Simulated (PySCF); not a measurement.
## Correlation energy of S (sulfur, neutral)

[Ne] 3s2 3p4, high-spin 3P determinant. All numbers are calculated (PySCF 2.14, scalar relativity by spin-free X2C-1e, in dyall-acv3z (19s12p6d4f, 113 functions)). Frozen: 1s2; 14 electrons correlated; the 18 highest virtual orbitals of each spin left out.

MP2 pair energies summed by pair of shells (mhartree):

| pair | energy | share (%) |
| --- | --- | --- |
| 2p-2p | -187.09 | 43.4 |
| 2s-2p | -58.50 | 13.6 |
| 3s-3p | -56.53 | 13.1 |
| 3p-3p | -55.09 | 12.8 |
| 2p-3p | -27.82 | 6.5 |
| 2p-3s | -18.47 | 4.3 |
| 3s-3s | -10.42 | 2.4 |
| 2s-2s | -9.81 | 2.3 |
| 2s-3p | -4.58 | 1.1 |
| 2s-3s | -2.84 | 0.7 |

Total MP2 correlation energy: -431.15 mhartree.

Same-spin part -114.21 and opposite-spin part -316.93 mhartree; SCS-MP2 scales them by 1/3 and 6/5 to -418.39 mhartree.
